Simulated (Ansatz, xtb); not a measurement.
**C4H5Br: which of two isomers lies lower**

Structure a is `C=CC(=C)Br`, a singlet and structure b is `C=C/C=C\Br`, a singlet. Both are isolated molecules in the gas phase, relaxed with r2SCAN-D4/def2-SVP; the shapes shown needn't be the lowest conformers.

a (Å):

```xyz
10

C    -1.4843    2.7625   -0.2911
C    -0.2646    2.5681   -0.8173
C     0.4126    1.2973   -1.0378
C     1.6404    1.1829   -1.5734
Br   -0.5175   -0.2933   -0.5287
H    -2.1053    1.9234    0.0350
H    -1.8855    3.7726   -0.1772
H     0.3311    3.4340   -1.1344
H     2.1783    2.0900   -1.8666
H     2.1237    0.2170   -1.7277
```

b (Å):

```tsv
atom	x (Å)	y (Å)	z (Å)
C	0.2450	0.3463	2.2593
C	0.4180	-0.6513	1.3714
C	-0.6365	-1.5605	0.9760
C	-0.5546	-2.5801	0.0999
Br	1.0113	-3.0619	-0.8371
H	-0.7252	0.5222	2.7367
H	1.0663	1.0134	2.5331
H	1.4001	-0.8046	0.9086
H	-1.6224	-1.4125	1.4366
H	-1.4022	-3.2232	-0.1449
```

Energies in hartree; the thermal terms are from GFN2-xTB frequencies at re-optimised GFN2-xTB minima (ideal gas, soft modes damped towards free rotors, one conformer each, 298.15 K, 1 atm) and include the zero-point energy:

|  | a | b |
| --- | --- | --- |
| E, CCSD(T)/def2-SVP | −2727.153821 | −2727.153993 |
| E, MP2/def2-SVP | −2727.085837 | −2727.085737 |
| E, MP2/def2-TZVPP | −2727.733063 | −2727.732101 |
| zero-point energy | 0.073271 | 0.073547 |
| H(298 K) − E | 0.080018 | 0.080290 |
| G(298 K) − E | 0.042926 | 0.042973 |

Problem. Correct the CCSD(T) difference for the basis set by the MP2 change, then work out ΔE, ΔE₀, ΔH and ΔG for a → b in kcal/mol (1 Eh = 627.51 kcal/mol) and the equilibrium ratio [b]/[a].

Solution. 1. Differences b − a: CCSD(T) −0.000172, MP2 in the small set +0.000100, MP2 in the large set +0.000962 Eh.
2. ΔE = −0.000172 + (+0.000962 − (+0.000100)) = +0.000690 Eh = +0.43 kcal/mol.
3. ΔE₀ = ΔE + ΔZPE = +0.000690 + (+0.000276) Eh = +0.61 kcal/mol.
4. ΔH = ΔE + (+0.000272) Eh = +0.60 kcal/mol.
5. ΔG = ΔE + (+0.000047) Eh = +0.46 kcal/mol, so ΔS = (ΔH − ΔG)/T = +2.0 J/(mol K).
6. kT = 0.9442 mEh, so K = [b]/[a] = exp(−ΔG/kT) = exp(−0.78) ≈ 0.46.

The two are too close for this level to say which is favoured. An error of 1 kcal/mol in ΔG would change K by a factor of 5.4. Mirror images and further conformers aren't counted.

As drawn, both hold the same kinds of bond in the same numbers.

Other levels gave ΔE = −0.5 (GFN2-xTB); −1.4 (HF/STO-3G, GFN2-xTB geometries); −0.6 (r2SCAN-D4/def2-SVP//GFN2-xTB); −0.6 (r2SCAN-D4/def2-SVP); −1.0 (HF/def2-SVP); +0.1 (MP2/def2-SVP); −0.1 (CCSD(T)/def2-SVP) kcal/mol. The correlated steps freeze 13 core orbitals; the filled d shell of Br is correlated, in a basis made for valence electrons. Programs: Ansatz 0.2.0, xtb 6.7.1.
